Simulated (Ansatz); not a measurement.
**Pulling the pair apart**

The pair of GeH4 (SMILES [GeH4], atoms 1–5) and PH3 (SMILES P, atoms 6–9), both closed shells, in one local arrangement (a lower one may exist), relaxed at PBE0-D4/def2-TZVP:

Ge1  (0.126, 0.082, -1.893)
H2  (0.567, -1.090, -1.003)
H3  (-1.390, 0.275, -1.774)
H4  (0.489, -0.235, -3.352)
H5  (0.852, 1.359, -1.453)
P6  (-0.349, 0.220, 1.924)
H7  (-0.605, 0.563, 3.278)
H8  (1.027, -0.035, 2.162)
H9  (-0.716, -1.138, 2.111)
(Å)

PH3 is shifted rigidly along the line between the mean atom positions of the two fragments (negative: closer). Counterpoise interaction energies in kcal/mol. Computed with Ansatz 0.2.0 (basis: def2-TZVPPD); correlated methods freeze the cores. Filled d shells of the heavier atoms are correlated. The def2 sets are not built for correlating such inner shells, so the correlated values are less sure here. B3LYP uses VWN-RPA correlation.

```
shift (Å)  PBE-D4     HF  B3LYP-D4
    -0.38   -0.90   2.88     -0.39
    -0.19   -1.32   1.56     -0.99
     0.00   -1.42   0.80     -1.18
     0.19   -1.35   0.37     -1.16
     0.46   -1.15   0.08     -0.97
     0.96   -0.72  -0.06     -0.57
     1.92   -0.25  -0.05     -0.19
     3.85   -0.03  -0.01     -0.03
```

What does CCSD(T) give at these shifts? (An estimate is asked for; the value comes from the calculation.)

The calculation gives: 0.11, -0.54, -0.80, -0.85, -0.76, -0.49, -0.18, -0.03 kcal/mol. For zero shift, CCSD(T) at an estimated basis limit (MP2 extrapolated from triple and quadruple zeta, plus CCSD(T) − MP2 in triple zeta) gives -1.11 kcal/mol. These are counterpoise interaction energies, counted from the two frozen fragments.

The T1 diagnostic stays at or below 0.013.

For scale, one of the runs: CCSD(T)/def2-TZVPPD, 221 basis functions, launched by `ansatz run in.yaml --threads 4 --pin off --events-out ev --progress --plain --max-ram 9574MiB`. The run took 60 s on 4 CPU threads of an Intel Xeon Platinum 8259CL (shared host), with 3.2 GiB of host memory at its peak.
